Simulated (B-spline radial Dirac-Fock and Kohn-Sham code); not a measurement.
# Rb: K-LL lines in intermediate coupling

System: the Rb atom, [Kr] 5s1.

The computed values come from a radial finite-basis atomic code: multi-electron Dirac-Fock with separately optimised hole states, Breit and Lamb-shift corrections added in first order. The two-hole levels come from diagonalising the Coulomb interaction among the jj configurations; intensities are independent-particle Coulomb rates. Kinetic energies are from the vacuum level. The model has no electron correlation. Open outer shells are spectators and are not coupled to the holes. Labels follow the leading weight; the literature often keeps the label of the LS limit.

```tsv
kinetic energy (eV)	J	leading jj holes (weight)	leading LS term (weight)
10959.3	0	L1L1 (0.99)	¹S0 (0.99)
11160.5	1	L1L2 (0.81)	¹P1 (0.77)
11191.9	0	L1L2 (1.00)	³P0 (1.00)
11228.1	1	L1L3 (0.81)	³P1 (0.77)
11252.9	2	L1L3 (1.00)	³P2 (1.00)
11356.3	0	L2L2 (0.97)	³P0 (0.50)
11421.2	2	L2L3 (0.98)	¹D2 (0.78)
11434.4	1	L2L3 (1.00)	³P1 (1.00)
11471.5	0	L3L3 (0.97)	³P0 (0.50)
11490.6	2	L3L3 (0.98)	³P2 (0.78)
```

The intensity is shared as follows: 11421.2 eV 47.8 %, 11160.5 eV 17.3 %, 11490.6 eV 12.4 %, 10959.3 eV 6.9 %, 11228.1 eV 5.9 %, 11356.3 eV 3.4 %, 11252.9 eV 2.8 %, 11471.5 eV 2.8 %, 11191.9 eV 0.8 %, 11434.4 eV 0.0 %.

The strongest line, by its leading LS label ¹D2, lies at 11421.2 eV. The mean weight of the leading component is 0.95 in jj and 0.81 in LS coupling, so jj labels describe these levels better.
